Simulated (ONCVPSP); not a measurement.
## Cs: ONCV pseudisation with PBE, scalar-relativistic reference atom.

ONCVPSP 4.0.1 input, shortened (lines: element, Z, core and valence counts, functional; n l f; lmax; l rc ep ncon nbas qcut; lloc lpopt rc5 dvloc0; l nproj debl; icmod fcfact rcfact), PBE, scalar-relativistic:

```
  Cs 55.00    9    3        4      upf
    1    0    2.00
    2    0    2.00
    2    1    6.00
    3    0    2.00
    3    1    6.00
    3    2   10.00
    4    0    2.00
    4    1    6.00
    4    2   10.00
    5    0    2.00
    5    1    6.00
    6    0    1.00
    2
    0    2.75    0.00    4    7    5.00
    1    1.95    0.00    3    7    4.90
    2    3.00    0.23    5   10    2.80
    4    3    1.30    0.00
    0    2    1.70
    1    2    3.80
    2    2    3.70
    3    4.75    1.25
```

In the d channel the program set the typed energies aside and used 0.050, 3.750 Ha.

Calculated quality:

| Item | Value |
| --- | --- |
| Cutoffs needed | 9.6 Ha and 12 Ha (the cutoffs (Ha) at which the residual kinetic energy of the hardest occupied pseudo-wave falls to 1 and 0.1 mHa per electron) |
| Ghost test | ghosts flagged at negative energy: s at -10.6 eV; GHOST(+) flagged for p at 148.2 eV; a true bound ghost makes a file unfit for plane-wave use |
| Largest excitation error | -98 meV (all-electron minus pseudo) for 5s1 5p6 6s1, out of 4 test configurations |
| rms error of d²Exc/dni dnj | 3.22 mHa without and 0.45 mHa with the model core |

Generation and tests took about 3.5 s on one core of a shared server CPU.
